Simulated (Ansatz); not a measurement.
```yaml
crystal:
  periodic: [false, false, false]
  atoms:
    - {symbol: F, position_ang: [-3.895109, -1.911539, 0.583397]}
    - {symbol: Zn, position_ang: [-2.357365, -1.073404, 0.760158]}
    - {symbol: Ge, position_ang: [-0.328858, 0.071890, 0.935487]}
    - {symbol: C, position_ang: [1.160415, -0.487796, -0.320139]}
    - {symbol: Si, position_ang: [0.633489, 1.237932, -0.811960]}
    - {symbol: H, position_ang: [0.222264, 0.366888, 2.336223]}
    - {symbol: H, position_ang: [0.936805, -1.308871, -0.994891]}
    - {symbol: H, position_ang: [2.125179, -0.611971, 0.164355]}
    - {symbol: H, position_ang: [-0.083714, 1.375826, -2.100741]}
    - {symbol: H, position_ang: [1.586885, 2.341044, -0.551900]}
basis:
  gaussian: {orbitals: def2-mTZVPP, fitting: {mean_field: cc-pVTZ-jkfit}, final_grid: {core_spheres: 8, valence_spheres: 7, degree: 23}}
hamiltonian: {xc: {name: r2SCANh}}
```

```sh
$ ansatz run in.yaml --threads 2 --pin off --events-out ev --progress --plain --max-ram 22528MiB --backend cpu
```

Q: How does Ansatz answer? (An estimate is asked.)

A: Computed: The input was rejected before any iteration.
```
Functional definition: r2SCANh
Error: <dir> the basis set cc-pVTZ-JKFIT has no functions for Zn
```
